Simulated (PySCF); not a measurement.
Molecule: `Cl[SiH]1CCCC1`, C$_{4}$H$_{9}$ClSi.

Cartesian coordinates in Å; atom numbers follow the order of the lines, from 1:
```xyz
15

Cl    2.054    5.056    1.327
Si    1.725    3.297    0.262
C     2.528    1.824    1.131
C     1.359    0.839    1.313
C     0.067    1.631    1.543
C    -0.052    2.699    0.445
H     2.171    3.562   -1.135
H     3.380    1.390    0.587
H     2.908    2.168    2.107
H     1.245    0.230    0.398
H     1.547    0.130    2.136
H     0.118    2.126    2.529
H    -0.812    0.966    1.571
H    -0.777    3.492    0.679
H    -0.365    2.240   -0.509
```

Geometry PBE0-D3(BJ)/def2-SVP throughout; GIAO in PySCF, gas phase, one conformer, non-relativistic; equivalent atoms averaged; functional PBE0.

For orientation, 6-31G gives these absolute shieldings σ: Cl1 1010.4, Si2 385.4, C4/C5 171.7, C3/C6 181.5, H7 27.60, H11/H12 30.69, H10/H13 30.96, H9/H14 31.72, H8/H15 31.59 ppm.

A run gave: Cl1 937.6, Si2 301.1, C4/C5 157.3, C3/C6 168.6, H7 25.75, H11/H12 29.70, H10/H13 29.92, H9/H14 30.55, H8/H15 30.51 ppm (absolute shieldings σ).

Which basis set was used in that run?
A. 6-311+G(2d,p)
B. 6-31G*
C. pcSseg-1
D. def2-TZVP
E. def2-SVP

Results:

D. Si2 tells them apart best: def2-TZVP gives 301.1, def2-SVP gives 378.1, 6-31G* gives 370.9, pcSseg-1 gives 315.5, 6-311+G(2d,p) gives 311.6 ppm.
